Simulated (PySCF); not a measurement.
S(3+) (sulfur, charge +3) across methods

[Ne] 3s2 3p1, 2P determinant. Computed with PySCF 2.14 in aug-cc-pCVTZ-DK, with scalar relativity by spin-free X2C-1e.

```csv
method,E (hartree),mean ε 3s α (eV),mean ε 3s β (eV),mean ε 3p α (eV),Σ⟨r²⟩ (bohr²),⟨S²⟩
LDA,-395.2875,-52.781,-51.500,-40.900,10.49,0.751
PBE0,-396.5497,-54.643,-52.827,-42.738,10.50,0.755
r2SCAN0,-396.6483,-54.918,-52.915,-43.119,10.52,0.758
BLYP,-396.7214,-52.578,-51.302,-40.911,10.49,0.753
MN15,-396.7507,-54.988,-53.323,-43.491,10.47,0.753
r2SCAN,-396.6483,-53.147,-51.513,-41.603,10.52,0.757
UHF,-396.16263,-59.492,-55.995,-47.042,10.60,0.762
PBE,-396.5215,-52.723,-51.344,-41.069,10.49,0.753
HSE06,-396.5692,-54.235,-52.456,-42.318,10.49,0.754
```
